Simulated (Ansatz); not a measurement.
`[SiH3]C[BH][AlH][SiH3]` + `O[SiH2]S` → `O[SiH2]SC[SiH3]` + `[BH2][AlH][SiH3]`  (substitution at a C–B bond)

Isolated molecules relaxed with PBE0-D4/def2-TZVP in Ansatz; ΔE leaves out vibrations. CBS: MP2 limit from def2 TZ/QZ plus the TZ coupled-cluster correction, frozen cores. Functionals use def2-TZVPP. B3LYP here is the variant with VWN-RPA as its local correlation; programs differ in this. Each species was taken in one conformer, which may not be the lowest.

**Question.** Is it downhill or uphill in electronic energy at CCSD(T)/CBS, and by how much? (Estimate.)

**Answer.** Ansatz gave: Uphill: ΔE = +85.8 kJ/mol.

**Question.** What do these levels give: PBE0-D4, B3LYP-D4, PBE0, B3LYP, HF/def2-QZVPP, CCSD/CBS(def2)? (Estimate.)

**Answer.** Computed: PBE0-D4 93.3, B3LYP-D4 84.1, PBE0 93.1, B3LYP 84.4, HF/def2-QZVPP 69.1, CCSD/CBS(def2) 83.6 kJ/mol.

Largest T1 diagnostic among the species: 0.013.

In def2-TZVPP, CCSD(T) changes the Hartree–Fock value by +18.2 kJ/mol (the triples alone add +2.2 kJ/mol) and MP2 by +19.3 kJ/mol.
